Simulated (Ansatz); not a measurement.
An input meant for Na5H4⁺ (charge 1, singlet; atoms displaced at random, 0.08 Å in each coordinate).

```yaml
crystal:
  periodic: [false, false, false]
  atoms:
    - {symbol: Na, position_ang: [1.587855, -2.488797, -0.498187]}
    - {symbol: Na, position_ang: [1.275102, 0.134295, 2.708746]}
    - {symbol: Na, position_ang: [-1.508901, -0.520957, -2.551662]}
    - {symbol: Na, position_ang: [0.321821, 0.268310, -0.190504]}
    - {symbol: Na, position_ang: [-1.939549, 2.171954, 0.780236]}
    - {symbol: H, position_ang: [-1.658684, 1.061157, -1.084389]}
    - {symbol: H, position_ang: [1.559343, -0.895607, 1.095138]}
    - {symbol: H, position_ang: [0.417078, -1.401997, -1.664971]}
    - {symbol: H, position_ang: [-0.186352, 1.425978, 1.681735]}
basis:
  gaussian: {orbitals: pcseg-2}
total_charge: -2
magnetization: {spin_polarized: true, initial_magnetization: 1}
hamiltonian: {xc: {name: r2SCAN50}, dispersion: d4}
scf: {omitted_lower_state_checks: [starts]}
output: {forces: true}
```

```sh
$ ansatz run in.yaml --threads 4 --pin off --events-out ev --progress --plain --max-ram 3916MiB
```

Output, abridged:

```
Functional definition: r2SCAN50
1358 factors; their error is unknown
mean field evaluation 1: about -22136.1897 eV, gradient 6.4e0 eV
mean field evaluation 2: about -22136.7874 eV, gradient 2.0e0 eV
mean field evaluation 4: about -22136.9582 eV, gradient 7.9e-1 eV
mean field evaluation 8: about -22137.1604 eV, gradient 3.0e-1 eV
mean field evaluation 16: about -22137.5453 eV, gradient 4.4e-2 eV
mean field evaluation 32: about -22137.5460 eV, gradient 2.2e-4 eV
mean field -22137.54596892 eV, -813.5398089901 hartree, gradient 1.0e-6 eV, S^2 1.642110; 0 other end points of the search recorded, 0 dependent functions left out
reference -22137.54600836 eV, -813.5398104396 hartree; 31, 30 occupied and 120, 121 virtual orbitals, 1358 factors
Total energy: -22137.79402643 eV, -813.5489249355 hartree
Atom 0 at     1.587855    -2.488797    -0.498187 Å, force     0.116828     0.021606     0.380029 eV/Å
Atom 1 at     1.275102     0.134295     2.708746 Å, force    -0.051374     0.279234     0.634785 eV/Å
Atom 2 at    -1.508901    -0.520957    -2.551662 Å, force    -0.052657    -0.130597    -0.160260 eV/Å
Atom 3 at     0.321821     0.268310    -0.190504 Å, force    -0.240123     0.031400     0.048503 eV/Å
Atom 4 at    -1.939549     2.171954     0.780236 Å, force     0.069346    -0.177202    -0.091830 eV/Å
Atom 5 at    -1.658684     1.061157    -1.084389 Å, force     0.094243     0.106213     0.086819 eV/Å
Atom 6 at     1.559343    -0.895607     1.095138 Å, force     0.297629    -0.521683    -0.548647 eV/Å
Atom 7 at     0.417078    -1.401997    -1.664971 Å, force    -0.252812     0.252131    -0.332452 eV/Å
Atom 8 at    -0.186352     1.425978     1.681735 Å, force     0.018921     0.138897    -0.016948 eV/Å
Dipole moment:     0.463940     0.500559    -0.297724 e Å
Checks for a lower state left out: starts
```

**Question.** What is wrong with this run?

**Answer.** The charge is far from what the species holds (-2 typed, 1 meant). The calculation finished and met its thresholds. The result belongs to that input, not to the species as meant. The highest occupied level of an anion often lies above zero with these methods, and sets without diffuse functions describe the outer electron poorly. The charge -2 doublet is spin-contaminated (final ⟨S²⟩ up to 1.64, 0.75 for a pure state).
